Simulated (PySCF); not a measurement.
A run for PySCF: U-B3LYP/6-31G* on H4 chain, a point of a bond scan (R = 0.800 Å).

```python
from pyscf import gto, scf, dft, mp
from pyscf.data.elements import chemcore

mol = gto.M(
    atom='''
    H     0.00000000    0.00000000    0.00000000
    H     0.00000000    0.00000000    0.80000000
    H     0.00000000    0.00000000    1.60000000
    H     0.00000000    0.00000000    2.40000000
    ''',
    basis='6-31g*',
    cart=True,
    charge=0, spin=0, verbose=3, max_memory=1800)
mf = dft.UKS(mol, xc='b3lyp')
mf.conv_tol = 1e-8
mf.max_cycle = 100
mf.init_guess_breaksym = True
mf.kernel()
if not mf.converged:
    mf = mf.newton().run(mf.mo_coeff, mf.mo_occ)
for _ in range(4):
    mo, _, stable, _ = mf.stability(return_status=True)
    if stable:
        break
    mf.kernel(mf.make_rdm1(mo, mf.mo_occ))
```

Program output:

```
converged SCF energy = -2.28260587983386  <S^2> = 4.156675e-13  2S+1 = 1
<class 'pyscf.dft.uks.UKS'> wavefunction is stable in the internal stability analysis
```

Self-consistency was reached.

Cost: around 2.7 core-seconds (rough).
